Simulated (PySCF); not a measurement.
H₃ClMgSi (SMILES [SiH3][Mg][Cl]), singlet, at a GFN2-xTB geometry (such geometries of metal compounds can be far from the true shape), with bond 2-1 at 1.8 times its length.

The PySCF input:
```python
from pyscf import gto, scf, mcscf
import numpy

mol = gto.M(
    atom='''
Mg    0.51659587    0.05768060   -0.51003876
Cl   -1.78495399    3.12501531   -1.21702085
Si    0.40949217   -1.73194106    1.18868704
H     0.39867677   -3.12075333    0.68626367
H    -0.85862766   -1.56527193    1.93581876
H     1.48264016   -1.70880973    2.20447611
''',
    basis='def2-svp',
    verbose=4,
)

mf = scf.RHF(mol)
mf.kernel()
mc = mcscf.CASSCF(mf, 6, 4)
mc.fix_spin_(ss=0.0)
mc.kernel()
occ = numpy.linalg.eigvalsh(mc.fcisolver.make_rdm1(mc.ci, mc.ncas, mc.nelecas))[::-1]
ss = mc.fcisolver.spin_square(mc.ci, mc.ncas, mc.nelecas)[0]
print('natural occupations', occ.round(4), ' <S^2>', round(ss, 4))
```

Problem. What does this run give for the SCF-reference dipole moment, SCF-reference HOMO energy, SCF-reference Mulliken (on the basis functions themselves) charges in atom order, natural occupations of the active orbitals, nuclear repulsion energy?

Solution. 
The SCF-reference dipole moment comes out as 11.76 D and the SCF-reference HOMO energy comes out as -8.03 eV. The SCF-reference Mulliken (on the basis functions themselves) charges in atom order is Mg1 0.61, Cl2 -0.64, Si3 0.33, H4 -0.10, H5 -0.09, H6 -0.10, the natural occupations of the active orbitals is 1.98, 1.89, 0.10, 0.01, 0.01, 0.01 and the nuclear repulsion energy is 110.8374 Eh.

Problem. Roughly what does it cost on one core?

Solution. about 21 core-seconds (a rough figure).
